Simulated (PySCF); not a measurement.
**How methods differ on the ionisation energy of In²⁺**

In²⁺ [Kr] 4d10 5s1 (2S) → In³⁺ [Kr] 4d10 (1S), as a difference of total energies. Computed with PySCF 2.14 in aug-cc-pVTZ-PP with ECP28MDF (6s5p4d2f, 55 functions), with scalar relativity through the core potential. The calculations carry no spin-orbit coupling.

| method | ionisation energy (eV) |
| --- | --- |
| UHF | 26.619 |
| LDA | 29.089 |
| PBE | 28.659 |
| PBE0 | 28.277 |
| r2SCAN | 28.372 |
| B3LYP | 28.664 |
| r2SCANh | 28.281 |
| M06 | 28.013 |
| revPBE | 28.486 |

Q: Which method comes closest to the reference value, and which is furthest?

A: The reference is 28.044 eV (measured; NIST Atomic Spectra Database, ionization energies). Closest: M06 (error -0.031 eV); furthest: UHF (error -1.425 eV).
